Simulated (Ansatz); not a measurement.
Relaxation of BFH$_{4}$SSi (8 atoms, charge 0, multiplicity 1), to a largest force component of 0.03 eV/Å in at most 50 steps.

Computed with RKS PBE-D4/def2-SVP in Ansatz.

```xyz
8
Properties=species:S:1:pos:R:3:forces:R:3
B -1.405 1.435 0.091 -0.19 0.15 0.01
Si 0.881 -0.882 0.000 0.64 -0.96 0.42
S -1.801 1.798 -1.448 -0.19 0.17 -0.04
H 0.216 0.268 -0.594 -0.27 0.66 -0.33
F -1.198 1.222 1.355 0.04 -0.03 -0.06
H -0.161 -1.852 0.483 0.00 0.01 0.00
H 1.736 -1.539 -1.050 -0.01 0.00 0.05
H 1.732 -0.450 1.163 -0.01 0.00 -0.03
```

Q: Where does it end, and by what steps?

A: The forces met the threshold. After 11 steps the energy has fallen by 0.156 eV; S3 moved furthest, 0.73 Å.

```
step  energy less start (eV)  largest force component (eV/Å)  accepted
   0                  0.0000                           0.965       yes
   1                 -0.0878                           0.240       yes
   2                 -0.1104                           0.365       yes
   3                 -0.0653                           2.280        no
   4                 -0.1286                           0.249       yes
   5                 -0.1366                           0.514       yes
   6                 -0.1445                           0.254       yes
   7                 -0.1504                           0.178       yes
   8                 -0.1531                           0.193       yes
   9                 -0.1550                           0.095       yes
  10                 -0.1557                           0.055       yes
  11                 -0.1560                           0.023       yes
```

```xyz
8
Properties=species:S:1:pos:R:3
B -1.699 1.644 0.146
Si 1.042 -1.019 -0.032
S -2.182 2.383 -1.220
H 0.536 -0.009 -1.027
F -1.318 1.057 1.236
H -0.115 -1.815 0.501
H 2.018 -1.938 -0.707
H 1.718 -0.303 1.103
```

The run took 18 s on 2 threads of Arm Neoverse V1 (shared host), peak memory 0.14 GiB.
